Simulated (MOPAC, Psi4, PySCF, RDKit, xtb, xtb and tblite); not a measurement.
Two geometries of SMILES COC(=O)[SiH2]c1cccs1, singlet, relaxed at GFN2-xTB with one dihedral held; other torsions can differ between them too.

Structure A

```
18

C      0.5428    -1.0216     1.1792
O      0.5560     0.2238     0.5169
C      1.2727     0.3598    -0.6176
O      1.5844     1.4702    -0.9697
Si     1.5711    -1.1157    -1.8219
C     -0.1299    -1.7691    -2.2583
C     -1.3579    -1.2058    -2.0453
C     -2.4293    -1.9704    -2.5493
C     -2.0096    -3.1150    -3.1485
S     -0.3013    -3.2770    -3.1086
H      1.5407    -1.2785     1.5421
H     -0.1308    -0.9021     2.0263
H      0.1728    -1.8213     0.5307
H      2.3543    -2.1802    -1.1791
H      2.2622    -0.5627    -2.9816
H     -1.4854    -0.2656    -1.5371
H     -3.4619    -1.6813    -2.4690
H     -2.6001    -3.8793    -3.6135
```

Structure B

```
18

C      3.8682     0.0968    -0.5050
O      2.7137    -0.3746     0.1740
C      1.4985    -0.0263    -0.3255
O      1.2555     1.0882    -0.7126
Si     0.5342    -1.6122    -0.7854
C     -1.2575    -1.1871    -1.0809
C     -1.8685     0.0358    -1.1080
C     -3.2519    -0.0277    -1.3692
C     -3.6887    -1.3027    -1.5400
S     -2.4184    -2.4472    -1.3865
H      3.7033     1.1036    -0.8955
H      4.6880     0.1072     0.2110
H      4.0978    -0.5875    -1.3252
H      0.7327    -2.6117     0.2630
H      1.1867    -2.0492    -2.0299
H     -1.3263     0.9504    -0.9473
H     -3.8920     0.8346    -1.4267
H     -4.6833    -1.6451    -1.7472
```

Question: Which is lower in energy at the level B3LYP-D3(BJ)/def2-SVP // GFN2-xTB (Psi4), and by how much?

Answer: A is lower, by 2.88 kJ/mol (dihedral C1–O2–C3–Si5: 30° in A, 120° in B).

E(B) − E(A) in kJ/mol at the other levels, on the same two geometries: GFN2-xTB (xtb and tblite) 5.07; MMFF94 // GFN2-xTB (RDKit) 3.76; B3LYP/def2-SVP // GFN2-xTB (Psi4) -3.16; PBE/def2-SVP // GFN2-xTB (Psi4) 0.56; PBE-D3(BJ)/def2-SVP // GFN2-xTB (Psi4) 4.27; UFF // GFN2-xTB (RDKit) 40.41; PM7, restricted, heats of formation // GFN2-xTB (MOPAC) -22.70; PM6, restricted, heats of formation // GFN2-xTB (MOPAC) -15.38; GFN1-xTB // GFN2-xTB (xtb) -9.14; restricted B3LYP/6-31G*, spherical d, density fitting // GFN2-xTB (PySCF) -2.67; restricted BP86/6-31G*, spherical d, density fitting // GFN2-xTB (PySCF) 0.26; restricted Hartree-Fock/STO-3G // GFN2-xTB (PySCF) 2.16; restricted Hartree-Fock/6-31G*, spherical d, density fitting // GFN2-xTB (PySCF) -6.35.
